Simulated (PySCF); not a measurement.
C₄H₅, SMILES [C](=C)C=C, multiplicity 2. Geometry optimised at r2SCAN-D4/def2-SVP. The isomer is the one that the SMILES or the coordinates give; other isomers of the formula were not compared. The values are those of a single conformer.

All values below come from r2SCAN-D4/def2-SVP in PySCF.

Harmonic wavenumbers (cm⁻¹): 206, 208, 488, 519, 566, 736, 852, 907, 917, 953, 1075, 1202, 1352, 1421, 1480, 1932, 3077, 3117, 3155, 3160, 3279. Rotational constants (GHz): 41.73, 4.360, 4.060; symmetry number 1.

**Question.** Work out the zero-point energy and the ideal-gas rigid-rotor harmonic-oscillator thermochemistry at 298.15 K and 1 atm.

**Answer.** ZPE = ½ Σ hcν = ½ × 30602 cm⁻¹ = 43.75 kcal/mol. H − E(el) = 47.44 kcal/mol. Entropy in cal/(mol K): translation 37.83, rotation 23.59, vibration 6.93, spin 1.38, total 69.73. G − E(el) = 26.65 kcal/mol. Cp = 18.75 cal/(mol K).
